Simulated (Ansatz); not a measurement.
Start from `BC(C)(F)Cl` and change one atom or group to get `BC(C)(C)F`.

Ansatz, PBE0-D4/def2-TZVP geometries, multiplicity 1.  `BC(C)(F)Cl` holds a close contact that its SMILES doesn't draw: Cl···B 2.08 Å.

```csv
property,`BC(C)(F)Cl`
"ideal-gas entropy at 298 K and 1 bar (rigid rotor, harmonic PBE0-D4/def2-TZVP) / J/(mol·K)",319
HOMO–LUMO gap (PBE0/def2-TZVPP) / eV,7.98
size of the dipole moment (ωB97M-V/def2-TZVPP) / D,2.17
LUMO energy (B3LYP/def2-TZVPP) / eV,-1.14
HOMO–LUMO gap (ωB97M-V/def2-TZVPP) / eV,12.38
HOMO energy (B3LYP/def2-TZVPP) / eV,-8.63
```

Q: What does the change do to each property? (Estimate.)

A: The calculation gave: 
```
                                                                                  property  `BC(C)(C)F`  shift
ideal-gas entropy at 298 K and 1 bar (rigid rotor, harmonic PBE0-D4/def2-TZVP) / J/(mol·K)          333     14
                                                      HOMO–LUMO gap (PBE0/def2-TZVPP) / eV         6.75  -1.23
                                        size of the dipole moment (ωB97M-V/def2-TZVPP) / D         1.88  -0.29
                                                       LUMO energy (B3LYP/def2-TZVPP) / eV        -1.91  -0.77
                                                   HOMO–LUMO gap (ωB97M-V/def2-TZVPP) / eV        11.02  -1.36
                                                       HOMO energy (B3LYP/def2-TZVPP) / eV        -8.22   0.41
```

With PBE0 the HOMO rises by 0.44 eV and the LUMO falls by 0.80 eV, so the gap narrows by about 1.24 eV. PBE moves the HOMO by 0.51 eV and ωB97M-V by 0.38 eV. The zero-point energy changes by 94.0 kJ/mol with +9 modes. Dipoles are sizes alone; their direction can turn. Modes under 60 cm⁻¹, often nearly free rotors, make the harmonic entropy too high.

B3LYP here is the variant with VWN-RPA as its local correlation; programs differ in this.
